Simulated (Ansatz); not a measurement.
C2H10BNSi (SMILES CB(C)N[SiH3]), singlet, at a GFN2-xTB geometry; Ansatz (an electronic-structure program) with PBE/def2-SVPD.

Here is a job for Ansatz.
Ansatz 0.2 input:
```yaml
crystal:
  periodic: [false, false, false]
  atoms:
    - {symbol: Si, position_ang: [1.74588698, -0.14303135, 0.72007802]}
    - {symbol: N, position_ang: [0.47985452, -0.31670950, -0.46146530]}
    - {symbol: B, position_ang: [-0.87292474, 0.05710007, -0.40744939]}
    - {symbol: C, position_ang: [-1.82611909, -0.22083958, -1.64638911]}
    - {symbol: C, position_ang: [-1.43283891, 0.74389389, 0.90708133]}
    - {symbol: H, position_ang: [1.35965925, -0.80617414, 1.96784467]}
    - {symbol: H, position_ang: [2.91338690, -0.79499246, 0.12081859]}
    - {symbol: H, position_ang: [2.01447182, 1.27774693, 0.96331226]}
    - {symbol: H, position_ang: [0.77283390, -0.75995722, -1.32054782]}
    - {symbol: H, position_ang: [-2.71249657, -0.77567205, -1.34319217]}
    - {symbol: H, position_ang: [-2.18614511, 0.71629890, -2.06926417]}
    - {symbol: H, position_ang: [-1.34885629, -0.77775448, -2.45109266]}
    - {symbol: H, position_ang: [-0.76941196, 1.52813323, 1.26595729]}
    - {symbol: H, position_ang: [-1.50438462, 0.01177993, 1.71054918]}
    - {symbol: H, position_ang: [-2.42208517, 1.17617046, 0.77787308]}
basis:
  gaussian:
    orbitals: def2-SVPD
hamiltonian:
  xc: pbe
```

Problem. Write the output that Ansatz gives for this input, abridged.

Solution. 
```
Functional definition: PBE
1540 factors; their error is unknown
mean field evaluation 1: about -12249.9268 eV, gradient 8.7e1 eV
mean field evaluation 2: about -12211.6756 eV, gradient 1.4e2 eV
mean field evaluation 4: about -12266.8321 eV, gradient 1.3e1 eV
mean field evaluation 8: about -12267.2131 eV, gradient 1.4e-1 eV
mean field evaluation 16: about -12267.1598 eV, gradient 2.3e-4 eV
mean field -12267.15976642 eV, -450.8098064362 hartree, gradient 6.6e-5 eV, S^2 0.000000; 0 other end points of the search recorded, 0 dependent functions left out
reference -12267.15982519 eV, -450.8098085962 hartree; 24, 24 occupied and 160, 160 virtual orbitals, 1540 factors
Total energy: -12267.15982519 eV, -450.8098085962 hartree
```
